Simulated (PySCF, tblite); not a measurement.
Species: C7H10F2.
InChI=1S/C7H10F2/c8-7(9)2-1-5-3-6(7)4-5/h5-6H,1-4H2/t5-,6+

Level of theory: PBE0/pcSseg-1 in PySCF (dipole) on a GFN2-xTB geometry, gas phase.

Take the most abundant isotopes and a rigid rotor. 

(1) Give the principal moments of inertia and the rotational constants in MHz.

(2) Classify the top.

(3) What does the inertial defect say?

(4) Give the other two planar moments, Paa and Pbb, and the rms extents of the mass along the axes.

(5) Give the coordinates in the principal-axis frame, origin at the centre of mass.

(6) List the rotational levels J(Ka,Kc) to J = 3 (K).

(7) Predict some low-J microwave lines.

(8) Estimate the classical rotational partition function at 25 K, 50 K and 200 K.

Results:

(1) Ia = 191.92, Ib = 326.44, Ic = 345.75 u·Å²; 505379 MHz·u·Å²/I gives A = 2633, B = 1548, C = 1462 MHz.

(2) An asymmetric top. Ray's parameter κ = (2B − A − C)/(A − C) = -0.852; −1 is the prolate and +1 the oblate limit.

(3) Not planar: Δ = Ic − Ia − Ib = -172.60 u·Å². For a rigid frame Δ = −2 Σ m c², so Σ m c² = 86.30 u·Å² lies off the ab plane: 14.84 from hydrogen and 71.47 from heavier atoms. The atom farthest from that plane is 2.01 Å away.

(4) Paa = Σ m a² = (Ib + Ic − Ia)/2 = 240.14 and Pbb = Σ m b² = (Ia + Ic − Ib)/2 = 105.61 u·Å². With the mass M = 132.08 u, the rms extents √(P/M) along a, b and c are 1.35, 0.89, 0.81 Å.

(5) The sense of each axis is arbitrary; atoms in the order of the calculation.
```json
{"atom": "F1", "mass (u)": "18.998", "a (Å)": "1.874", "b (Å)": "-0.230", "c (Å)": "0.928"}
{"atom": "C2", "mass (u)": "12.000", "a (Å)": "0.875", "b (Å)": "0.008", "c (Å)": "0.018"}
{"atom": "F3", "mass (u)": "18.998", "a (Å)": "1.526", "b (Å)": "0.003", "c (Å)": "-1.187"}
{"atom": "C4", "mass (u)": "12.000", "a (Å)": "0.261", "b (Å)": "1.382", "c (Å)": "0.295"}
{"atom": "C5", "mass (u)": "12.000", "a (Å)": "-1.232", "b (Å)": "1.462", "c (Å)": "-0.066"}
{"atom": "C6", "mass (u)": "12.000", "a (Å)": "-1.881", "b (Å)": "0.082", "c (Å)": "-0.013"}
{"atom": "C7", "mass (u)": "12.000", "a (Å)": "-1.191", "b (Å)": "-0.832", "c (Å)": "-1.038"}
{"atom": "C8", "mass (u)": "12.000", "a (Å)": "-0.152", "b (Å)": "-1.114", "c (Å)": "0.056"}
{"atom": "C9", "mass (u)": "12.000", "a (Å)": "-1.237", "b (Å)": "-0.776", "c (Å)": "1.090"}
{"atom": "H10", "mass (u)": "1.008", "a (Å)": "0.401", "b (Å)": "1.572", "c (Å)": "1.360"}
{"atom": "H11", "mass (u)": "1.008", "a (Å)": "0.835", "b (Å)": "2.134", "c (Å)": "-0.249"}
{"atom": "H12", "mass (u)": "1.008", "a (Å)": "-1.355", "b (Å)": "1.868", "c (Å)": "-1.071"}
{"atom": "H13", "mass (u)": "1.008", "a (Å)": "-1.728", "b (Å)": "2.142", "c (Å)": "0.629"}
{"atom": "H14", "mass (u)": "1.008", "a (Å)": "-2.968", "b (Å)": "0.150", "c (Å)": "-0.042"}
{"atom": "H15", "mass (u)": "1.008", "a (Å)": "-0.826", "b (Å)": "-0.372", "c (Å)": "-1.954"}
{"atom": "H16", "mass (u)": "1.008", "a (Å)": "-1.776", "b (Å)": "-1.716", "c (Å)": "-1.279"}
{"atom": "H17", "mass (u)": "1.008", "a (Å)": "0.342", "b (Å)": "-2.084", "c (Å)": "0.090"}
{"atom": "H18", "mass (u)": "1.008", "a (Å)": "-1.838", "b (Å)": "-1.649", "c (Å)": "1.331"}
{"atom": "H19", "mass (u)": "1.008", "a (Å)": "-0.927", "b (Å)": "-0.284", "c (Å)": "2.008"}
```

(6) Above 0(0,0), as E/k:
J = 1: 1(0,1) 0.144, 1(1,1) 0.197, 1(1,0) 0.201
J = 2: 2(0,2) 0.433, 2(1,2) 0.481, 2(1,1) 0.494, 2(2,1) 0.650, 2(2,0) 0.650
J = 3: 3(0,3) 0.866, 3(1,3) 0.908, 3(1,2) 0.933, 3(2,2) 1.083, 3(2,1) 1.084, 3(3,1) 1.354, 3(3,0) 1.354
Those of J = 1 are B + C, A + C and A + B.

(7) The dipole components are |μa| = 2.62 D, |μb| = 0.40 D, |μc| = 0.36 D. Intensities carry the squares of the components, which stand as 1.00 : 0.02 : 0.02 (a : b : c). Some lines, for components of 0.1 D or more:

```tsv
type	branch	J(Ka,Kc)	MHz	lower level (cm⁻¹)
c	Q	2(1,2) ← 2(0,2)	1004	0.301
c	Q	1(1,1) ← 1(0,1)	1085	0.100
b	Q	1(1,0) ← 1(0,1)	1172	0.100
b	Q	2(1,1) ← 2(0,2)	1263	0.301
a	R	1(0,1) ← 0(0,0)	3010	0.000
c	Q	2(2,1) ← 2(1,1)	3256	0.343
b	Q	2(2,0) ← 2(1,1)	3261	0.343
b	Q	2(2,1) ← 2(1,2)	3515	0.335
b	R	1(1,1) ← 0(0,0)	4095	0.000
c	R	1(1,0) ← 0(0,0)	4181	0.000
b	R	2(0,2) ← 1(1,1)	4929	0.137
a	R	2(1,2) ← 1(1,1)	5933	0.137
a	R	2(0,2) ← 1(0,1)	6015	0.100
a	R	2(1,1) ← 1(1,0)	6106	0.139
b	R	2(1,2) ← 1(0,1)	7018	0.100
c	R	2(1,1) ← 1(0,1)	7278	0.100
b	R	2(2,1) ← 1(1,0)	9362	0.139
c	R	2(2,0) ← 1(1,0)	9367	0.139
c	R	2(2,1) ← 1(1,1)	9448	0.137
b	R	2(2,0) ← 1(1,1)	9453	0.137
```

(8) Point group C1, symmetry number σ = 1; q = (√π/σ)·√((kT/h)³/(ABC)), k/h = 20836.6 MHz/K: 8630 at 25 K, 24400 at 50 K, 195000 at 200 K.

Its GFN2-xTB frequencies are all real (lowest 97 cm⁻¹). Zero-point vibration and centrifugal distortion are left out.
